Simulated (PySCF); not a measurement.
FeO₄, SMILES [O]=[Fe](=[O])(=[O])=[O], multiplicity 1.

The structure is a stationary point at PBE0-D3(BJ)/def2-SVP. The multiplicity is an assumed one; other spin states were not compared.

Computed with PySCF with PBE/def2-TZVP.

Question: Estimate the frontier levels, gap, dipole moment and polarisability. (Estimate from the structure and the level; the computed values follow.)

Answer: 
```json
{
 "highest_occupied_level": "-8.60 eV",
 "lowest_empty_level": "-6.75 eV",
 "orbital_gap": "1.85 eV",
 "dipole_moment": "0.00 D",
 "quadrupole, principal values (traceless, Buckingham form, about the centre of nuclear charge)": "0.00, 0.00, 0.00 D·Å",
 "mean_static_polarisability": "42.6 bohr³ (6.31 Å³)",
 "polarisability_principal_values": "42.6, 42.6, 42.6 bohr³"
}
```
